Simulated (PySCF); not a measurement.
Si(F)(Cl)(Br)(OH) (BrClFHOSi), SMILES O[Si](F)(Cl)Br. The structure is a stationary point at B3LYP-D3(BJ)/def2-SVP. Other conformers were not sampled.

Computed equilibrium geometry at B3LYP-D3(BJ)/def2-SVP (PySCF confirms it by a frequency run) as Cartesian coordinates in Å (one conformer of several):
```xyz
6

O     -1.6339    -1.1754    -0.4890
Si    -0.2674    -0.6066     0.2051
F     -0.3172    -0.7943     1.8049
Cl     1.2960    -1.6926    -0.5164
Br     0.0021     1.5561    -0.1717
H     -2.4382    -0.6462    -0.4156
```
Charge 0, spin multiplicity 1.
